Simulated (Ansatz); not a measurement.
Ansatz (a first-principles code) job for disilanyl(fluoro)silane (FH₇Si₃), SMILES F[SiH2][SiH2][SiH3], PBE0/def2-SVPD. The structure is a stationary point at B3LYP-D3(BJ)/def2-SVP. The values are those of a single conformer.

Ansatz 0.2 input:
```yaml
crystal:
  periodic: [false, false, false]
  atoms:
    - {symbol: Si, position_ang: [-2.04201228, -0.06759678, 0.13253221]}
    - {symbol: Si, position_ang: [-0.08512015, 1.22711448, 0.30180616]}
    - {symbol: Si, position_ang: [1.67627603, -0.27954506, -0.11476239]}
    - {symbol: F, position_ang: [0.96275444, -1.66543176, -0.62776091]}
    - {symbol: H, position_ang: [-1.96539141, -1.20004544, 1.09938933]}
    - {symbol: H, position_ang: [-3.25434800, 0.74856872, 0.43691865]}
    - {symbol: H, position_ang: [-2.15431082, -0.60774121, -1.25208277]}
    - {symbol: H, position_ang: [-0.09032175, 2.33152526, -0.70418150]}
    - {symbol: H, position_ang: [0.05052838, 1.82313412, 1.66507855]}
    - {symbol: H, position_ang: [2.45294644, -0.59926247, 1.11619055]}
    - {symbol: H, position_ang: [2.60809707, 0.17309001, -1.18552849]}
basis:
  gaussian:
    orbitals: def2-SVPD
hamiltonian:
  xc: {name: PBE0}
```

It prints:

```
WARN ansatz: RAYON_NUM_THREADS=1 ignored (pool sized by the plan → 1); use --threads N
Functional definition: PBE0
integrals: 0.09 GiB planned
1368 factors; their error is unknown
mean field: 0.73 GiB planned
mean field evaluation 1: about -26441.2344 eV, gradient 3.0e1 eV
mean field evaluation 2: about -26439.0211 eV, gradient 5.0e1 eV
mean field evaluation 4: about -26442.7590 eV, gradient 5.3e-1 eV
mean field evaluation 8: about -26442.9750 eV, gradient 1.3e-1 eV
mean field -26442.97498093 eV, -971.7614068569 hartree, gradient 3.9e-5 eV, S^2 0.000000; 0 other end points of the search recorded, 0 dependent functions left out
reference -26442.97502366 eV, -971.7614084274 hartree; 29, 29 occupied and 122, 122 virtual orbitals, 1368 factors
Total energy: -26442.97502366 eV, -971.7614084274 hartree
```

Self-consistency was reached.
